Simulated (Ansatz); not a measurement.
Start from `C#[C][Al]([F])[F]` and change one element to get `C#[C][In]([F])[F]`.

Ansatz, PBE0-D4/def2-TZVP geometries, multiplicity 1. 

Elements past krypton have def2 core potentials.

| property | `C#[C][Al]([F])[F]` |
| --- | --- |
| ideal-gas entropy at 298 K and 1 bar (rigid rotor, harmonic PBE0-D4/def2-TZVP) / J/(mol·K) | 319 |
| size of the dipole moment (B3LYP/def2-TZVPP) / D | 2.22 |
| size of the dipole moment (ωB97M-V/def2-TZVPP) / D | 2.18 |
| LUMO energy (ωB97M-V/def2-TZVPP) / eV | 0.48 |
| HOMO–LUMO gap (ωB97M-V/def2-TZVPP) / eV | 11.59 |
| HOMO energy (PBE0/def2-TZVPP) / eV | -8.83 |

Task: What does the change do to each property? (Estimate.)

Result: Ansatz gave: 
| property | `C#[C][In]([F])[F]` | shift |
| --- | --- | --- |
| ideal-gas entropy at 298 K and 1 bar (rigid rotor, harmonic PBE0-D4/def2-TZVP) / J/(mol·K) | 349 | 30 |
| size of the dipole moment (B3LYP/def2-TZVPP) / D | 3.82 | 1.60 |
| size of the dipole moment (ωB97M-V/def2-TZVPP) / D | 3.79 | 1.61 |
| LUMO energy (ωB97M-V/def2-TZVPP) / eV | -0.27 | -0.75 |
| HOMO–LUMO gap (ωB97M-V/def2-TZVPP) / eV | 11.12 | -0.47 |
| HOMO energy (PBE0/def2-TZVPP) / eV | -9.10 | -0.27 |

With PBE0 the HOMO falls by 0.27 eV and the LUMO falls by 0.69 eV, so the gap narrows by about 0.42 eV. PBE moves the HOMO by -0.26 eV and ωB97M-V by -0.29 eV. Dipoles are sizes alone; their direction can turn.

B3LYP here is the variant with VWN-RPA as its local correlation; programs differ in this.
